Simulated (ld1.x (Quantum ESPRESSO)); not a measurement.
# tantalum: RRKJ pseudisation with PBE, scalar-relativistic reference atom.

ld1.x (Quantum ESPRESSO) 7.5 input, shortened:

```
&input
   title='Ta', zed=73., rel=1, dft='PBE', iswitch=3,
   config='[Xe] 4f14 5d3 6s2 6p0'
 /
 &inputp
   pseudotype=2, tm=.false., rho0=0.005, lloc=0,
   nlcc=.true., new_core_ps=.true., rcore=1.50
 /
3
6P  2  1   0.00   0.00  4.20  4.20  0.0
5D  3  2   3.00   0.00  1.85  1.85  0.0
6S  1  0   2.00   0.00  2.00  2.00  0.0
 &test
   configts(1)='5d3 6s2 6p0'
 /
```

Calculated quality:

```
Cutoffs needed           : 25 Ry and 60 Ry (the cutoffs (Ry, on a coarse ladder) from which the occupation-weighted sum of valence levels, in a spherical-Bessel basis at the reference potential, stays within 10 and 1 mRy of its value at 400 Ry)
Ghost test               : no extra level below or beside the all-electron valence levels (p, d, s, f tested) (spherical-Bessel basis up to 400 Ry, 20 bohr box)
Largest excitation error : -953 meV (all-electron minus pseudo) for 5d1 6s0 6p0, out of 7 test configurations
```

Generation and tests took about 1.4 s on one core of a shared server CPU.
